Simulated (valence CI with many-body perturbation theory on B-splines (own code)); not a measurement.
# Se28+: calculated level list

Computed by configuration interaction combined with many-body perturbation theory (CI+MBPT): four valence electrons over a frozen Dirac-Fock core [He], a basis of 11 s, 11 p, 10 d, 8 f, 5 g, 2 h functions for each j, with the one-electron correlation potential Σ1 (screened to all orders), the two-electron term Σ2, the three-electron term Σ3, Breit, model QED; selected single and double excitations, second order for the rest, scaled by the run's own slope (own B-spline code, finite nucleus).

No measured spectrum was set against this ion. As an estimate, large intervals hold to a few tenths of a per cent, small ones and those within an open d or f shell to about a per cent. Among the levels kept, up to 1200 cm⁻¹ of a level comes from second order outside the variational space, and about a tenth of that is noise between levels of different J, which matters for small intervals.

Levels 91 to 135 of 198, with energies above the lowest level, (2s^2 2p1/2^2) J=0. "Leading %" is the weight of the configuration and term that name the level; weights of strongly mixed levels are sums over their largest components and can fall short. In the jj column 3d3/2^4 stands for four electrons in 3d with j = 3/2.

| No. | Configuration | Term | J | E (× 10³ cm⁻¹) | Leading % | Second component | Leading jj |
| --- | --- | --- | --- | --- | --- | --- | --- |
| 91 | 2s2p²3p | ³F° | 3 | 15922 | 67 | 14 % 2s2p²3p ³D° | 2s 2p1/2 2p3/2 3p3/2 (83 %) |
| 92 | 2s2p²3d | ³P | 1 | 15931 | 47 | 28 % 2s2p²3d ³D | 2s 2p1/2 2p3/2 3d5/2 (85 %) |
| 93 | 2s2p²3p | ³D° | 2 | 15939 | 29 | 23 % 2s2p²3p ³F° | 2s 2p1/2 2p3/2 3p3/2 (85 %) |
| 94 | 2s2p²3d | ⁵D | 3 | 15949 | 41 | 27 % 2s2p²3d ³F | 2s 2p1/2 2p3/2 3d5/2 (41 %) |
| 95 | 2s2p²3d | ⁵P | 2 | 15952 | 56 | 22 % 2s2p²3d ⁵D | 2s 2p1/2 2p3/2 3d3/2 (67 %) |
| 96 | 2s2p²3p | ³D° | 1 | 15958 | 46 | 12 % 2s2p²3p ¹P° | 2s 2p1/2 2p3/2 3p1/2 (76 %) |
| 97 | 2s2p²3d | ⁵P | 1 | 15963 | 72 | 9 % 2s2p²3d ³P | 2s 2p1/2 2p3/2 3d3/2 (72 %) |
| 98 | 2s2p²3p | ³P° | 1 | 15983 | 47 | 22 % 2s2p²3p ³D° | 2s 2p1/2 2p3/2 3p3/2 (89 %) |
| 99 | 2s2p²3p | ³P° | 0 | 15991 | 93 | 5 % 2s2p²3p ¹S° | 2s 2p1/2 2p3/2 3p3/2 (91 %) |
| 100 | 2s2p²3p | ³D° | 2 | 16002 | 56 | 13 % 2s2p²3p ³P° | 2s 2p3/2^2 3p1/2 (44 %) |
| 101 | 2s2p²3s | ³S | 1 | 16031 | 59 | 24 % 2s2p²3s ³P | 2s 2p3/2^2 3s (81 %) |
| 102 | 2s2p²3p | ¹F° | 3 | 16038 | 43 | 41 % 2s2p²3p ³D° | 2s 2p3/2^2 3p1/2 (72 %) |
| 103 | 2s2p²3d | ³P | 0 | 16039 | 82 | 10 % 2s2p²3d ¹S | 2s 2p1/2 2p3/2 3d5/2 (68 %) |
| 104 | 2s2p²3p | ³D° | 2 | 16039 | 34 | 28 % 2s2p²3p ³P° | 2s 2p1/2 2p3/2 3p3/2 (37 %) |
| 105 | 2s2p²3d | ³D | 2 | 16039 | 42 | 14 % 2s2p²3d ³F | 2s 2p1/2 2p3/2 3d5/2 (60 %) |
| 106 | 2s2p²3p | ³P° | 1 | 16040 | 56 | 16 % 2s2p²3p ¹P° | 2s 2p1/2 2p3/2 3p3/2 (68 %) |
| 107 | 2s2p²3d | ³D | 3 | 16049 | 71 | 14 % 2s2p²3d ¹F | 2s 2p1/2 2p3/2 3d5/2 (58 %) |
| 108 | 2s2p²3d | ³F | 4 | 16051 | 61 | 18 % 2s2p²3d ¹G | 2s 2p1/2 2p3/2 3d5/2 (45 %) |
| 109 | 2s2p²3s | ³P | 2 | 16058 | 70 | 8 % 2s2p²3s ¹D | 2s 2p3/2^2 3s (79 %) |
| 110 | 2s2p²3d | ³D | 1 | 16060 | 39 | 16 % 2s2p²3d ³P | 2s 2p1/2 2p3/2 3d5/2 (60 %) |
| 111 | 2s2p²3p | ³F° | 4 | 16070 | 78 | 22 % 2s2p²3p ⁵D° | 2s 2p3/2^2 3p3/2 (79 %) |
| 112 | 2s2p²3p | ³D° | 3 | 16070 | 68 | 14 % 2s2p²3p ¹F° | 2s 2p3/2^2 3p3/2 (71 %) |
| 113 | 2s2p²3s | ¹P | 1 | 16072 | 55 | 9 % 2s2p²3d ³D | 2s 2p3/2^2 3s (70 %) |
| 114 | 2s2p²3s | ¹S | 0 | 16107 | 72 | 24 % 2s2p²3s ³P | 2s 2p3/2^2 3s (90 %) |
| 115 | 2s2p²3p | ¹P° | 1 | 16122 | 45 | 34 % 2s2p²3p ³P° | 2s 2p3/2^2 3p3/2 (67 %) |
| 116 | 2s2p²3d | ³G | 3 | 16174 | 70 | 18 % 2s2p²3d ¹F | 2s 2p1/2 2p3/2 3d3/2 (92 %) |
| 117 | 2s2p²3p | ³P° | 2 | 16175 | 56 | 22 % 2s2p²3p ¹D° | 2s 2p3/2^2 3p3/2 (85 %) |
| 118 | 2s2p²3d | ³F | 2 | 16210 | 66 | 18 % 2s2p²3d ¹D | 2s 2p1/2 2p3/2 3d3/2 (78 %) |
| 119 | 2s2p²3d | ³G | 4 | 16225 | 60 | 23 % 2s2p²3d ³F | 2s 2p1/2 2p3/2 3d5/2 (87 %) |
| 120 | 2s2p²3d | ³F | 3 | 16240 | 39 | 25 % 2s2p²3d ¹F | 2s 2p1/2 2p3/2 3d5/2 (87 %) |
| 121 | 2s2p²3d | ³D | 1 | 16251 | 72 | 14 % 2s2p²3d ¹P | 2s 2p1/2 2p3/2 3d3/2 (68 %) |
| 122 | 2s2p²3d | ¹P | 1 | 16269 | 37 | 35 % 2s2p²3d ³D | 2s 2p1/2 2p3/2 3d3/2 (59 %) |
| 123 | 2s2p²3d | ³D | 2 | 16273 | 49 | 27 % 2s2p²3d ³P | 2s 2p1/2 2p3/2 3d5/2 (80 %) |
| 124 | 2s2p²3d | ³P | 0 | 16293 | 84 | 13 % 2s2p²3d ¹S | 2s 2p1/2 2p3/2 3d3/2 (85 %) |
| 125 | 2s2p²3d | ³F | 2 | 16305 | 56 | 14 % 2s2p²3d ¹D | 2s 2p1/2 2p3/2 3d3/2 (72 %) |
| 126 | 2s2p²3d | ³P | 1 | 16308 | 49 | 20 % 2s2p²3d ³S | 2s 2p1/2 2p3/2 3d5/2 (53 %) |
| 127 | 2s2p²3d | ³F | 3 | 16320 | 45 | 24 % 2s2p²3d ³D | 2s 2p1/2 2p3/2 3d5/2 (71 %) |
| 128 | 2s2p²3p | ³P° | 0 | 16328 | 63 | 33 % 2s2p²3p ¹S° | 2s 2p3/2^2 3p1/2 (70 %) |
| 129 | 2s2p²3p | ³S° | 1 | 16341 | 27 | 26 % 2s2p²3p ³P° | 2s 2p3/2^2 3p1/2 (76 %) |
| 130 | 2p³3s | ⁵S° | 2 | 16342 | 53 | 24 % 2p³3s ³P° | 2p1/2^2 2p3/2 3s (71 %) |
| 131 | 2s2p²3d | ³F | 4 | 16350 | 66 | 14 % 2s2p²3d ¹G | 2s 2p3/2^2 3d5/2 (70 %) |
| 132 | 2s2p²3p | ³P° | 1 | 16351 | 39 | 24 % 2s2p²3p ¹P° | 2s 2p3/2^2 3p1/2 (81 %) |
| 133 | 2s2p²3d | ³G | 5 | 16356 | 79 | 21 % 2s2p²3d ⁵F | 2s 2p3/2^2 3d5/2 (78 %) |
| 134 | 2s2p²3d | ³D | 2 | 16357 | 51 | 23 % 2s2p²3d ³P | 2s 2p1/2 2p3/2 3d5/2 (69 %) |
| 135 | 2s2p²3p | ³D° | 2 | 16363 | 42 | 21 % 2s2p²3p ¹D° | 2s 2p3/2^2 3p1/2 (78 %) |
